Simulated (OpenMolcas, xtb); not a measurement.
# How methods differ on GeClF (SMILES [F][Ge][Cl])

The species is GeClF (3 atoms), meant as a singlet with charge 0. SMILES: `[F][Ge][Cl]`. The shape is that of a PBE0-D4/def2-TZVP optimisation.

```tsv
atom	x (Å)	y (Å)	z (Å)
F	0.1104	1.4187	0.2062
Ge	-0.7628	0.0356	-0.4103
Cl	0.6416	-1.5191	0.1910
```

Quantity: the electronic atomisation energy, in eV. The values are calculated. Electronic energies at fixed atoms, without zero-point motion or spin-orbit coupling.

```json
{"level": "GFN0-xTB", "kind": "semi-empirical", "program": "xtb", "value (eV)": "10.89"}
{"level": "HF/def2-TZVP", "kind": "Hartree–Fock", "program": "OpenMolcas", "value (eV)": "6.49"}
{"level": "SVWN5/def2-TZVP", "kind": "LDA", "program": "OpenMolcas", "value (eV)": "11.63"}
{"level": "BLYP/def2-TZVP", "kind": "GGA", "program": "OpenMolcas", "value (eV)": "9.77"}
{"level": "r2SCAN/def2-TZVP", "kind": "meta-GGA", "program": "OpenMolcas", "value (eV)": "9.82"}
{"level": "PBE0/def2-TZVP", "kind": "global hybrid", "program": "OpenMolcas", "value (eV)": "9.58"}
```

All-electron rows without a relativistic Hamiltonian named are non-relativistic. The values span 6.49 to 11.63 eV. The xTB rows lack spin polarisation, so open shells miss the exchange term that lowers them.
